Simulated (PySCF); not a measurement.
# SMILES S=C1C=C[C@@H]1CCCl, C$_{6}$H$_{7}$ClS

Geometry (Å), atoms numbered from 1 in this order:
```xyz
15

S    -0.941    2.220   -1.241
C    -1.158    0.688   -0.789
C    -2.293   -0.171   -0.512
C    -1.510   -1.194   -0.118
C    -0.213   -0.454   -0.381
C     0.691   -0.178    0.815
C     1.892    0.667    0.420
Cl    2.985   -0.256   -0.650
H    -3.352   -0.019   -0.600
H    -1.699   -2.181    0.261
H     0.378   -0.854   -1.208
H     0.127    0.360    1.582
H     1.029   -1.126    1.239
H     2.477    0.953    1.293
H     1.583    1.554   -0.132
```

Method used: GIAO wB97X-D/pcSseg-1 magnetisability, rotational g tensor and spin-rotation constants, non-relativistic, gas phase (PySCF). Geometry: GFN2-xTB.

Q: What are the magnetisability and the molar susceptibility?

A: Isotropic -1297 × 10⁻³⁰ J/T², or -78.1 × 10⁻⁶ cm³/mol; principal values -1564, -1313, -1015 × 10⁻³⁰ J/T², anisotropy 476 × 10⁻³⁰ J/T² (root of half the summed squared differences of the principal values). The susceptibility is in cgs units.

Q: Split it along the inertial axes a, b, c into diamagnetic and paramagnetic parts about the centre of mass, with the quadrupole moment.

A: 
```
axis  χ (10⁻⁶ cm³/mol)  diamagnetic (10⁻⁶ cm³/mol)  paramagnetic (10⁻⁶ cm³/mol)  summed x² of all electrons (Å²)  quadrupole Θ (D Å)
   a             -79.0                      -641.2                        562.2                            284.4               -6.73
   b             -61.3                     -1365.9                       1304.6                            113.6               +4.02
   c             -94.0                     -1688.6                       1594.6                             37.5               +2.71
```
Anisotropies 2χaa − χbb − χcc = -2.6 and 2χbb − χaa − χcc = +50.4 × 10⁻⁶ cm³/mol. Θ is traceless in Buckingham's convention.

Q: And the rotational g tensor?

A: 
```
axis  rotational constant (GHz)        g  nuclear part  electronic part
   a                     2.2384  -0.0292        0.5621          -0.5913
   b                     0.8909  -0.0217        0.5244          -0.5460
   c                     0.7093  -0.0061        0.5253          -0.5314
```
Asymmetric top; isotopes 12C, 35Cl, 1H, 32S; no vibrational averaging.
